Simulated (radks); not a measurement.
The numbers below are computed, except where a source is named.
The hafnium anion Hf- inside a hard spherical wall (all orbitals vanish at R), configuration held at [Xe] 4f14 5d3 6s2 and not refilled when levels cross. Level of theory: scalar-relativistic Kohn-Sham, LDA (Slater exchange, VWN5 correlation), spin-unpolarised, spherical densities, finite nucleus; Fermi nuclear charge, rms radius 5.347 fm (a radial shooting solver on a logarithmic mesh with Libxc functionals). Eigenvalues in eV, with the zero of energy where the potential of the charges vanishes at infinity; a dash marks a level that is unbound or too diffuse for the functional's potential to be trusted. A positive occupied level is held by the wall or, in an anion where self-interaction has pushed it up, behind a barrier. The pressure on the wall is -dE/dV.

| R (bohr) | E (hartree) | kinetic (hartree) | e(5p) | e(4f) | e(6s) | e(6p, empty) | e(7s, empty) | e(5d) | pressure (GPa) |
|---|---|---|---|---|---|---|---|---|---|
| 20 | -15067.1855 | 16499.084 | -30.558 | -11.855 | -0.921 | - | - | 1.797 | 0.00368 |
| 8 | -15067.1382 | 16499.233 | -27.660 | -8.919 | 1.098 | 4.606 | 9.480 | 4.248 | 1.03 |
| 7 | -15067.0956 | 16499.397 | -26.453 | -7.681 | 2.034 | 6.004 | 13.361 | 5.292 | 2.95 |
| 6 | -15066.9985 | 16499.747 | -24.482 | -5.639 | 3.777 | 8.555 | 20.230 | 7.060 | 9.47 |
| 5 | -15066.7568 | 16500.545 | -21.233 | -2.210 | 7.351 | 13.692 | 33.494 | 10.208 | 35.5 |
| 4 | -15066.0652 | 16502.745 | -15.700 | 3.868 | 15.899 | 25.661 | 62.505 | 16.365 | 173 |
| 3.5 | -15065.2215 | 16505.512 | -11.169 | 9.054 | 25.130 | 38.092 | 90.893 | 22.011 | 450 |
| 3 | -15063.4209 | 16511.629 | -3.833 | 17.570 | 42.848 | 60.820 | 140.15 | 31.680 | 1380 |
| 2 | -15045.9502 | 16569.545 | 42.846 | 65.700 | 173.05 | 211.41 | 436.35 | 93.554 | 26300 |
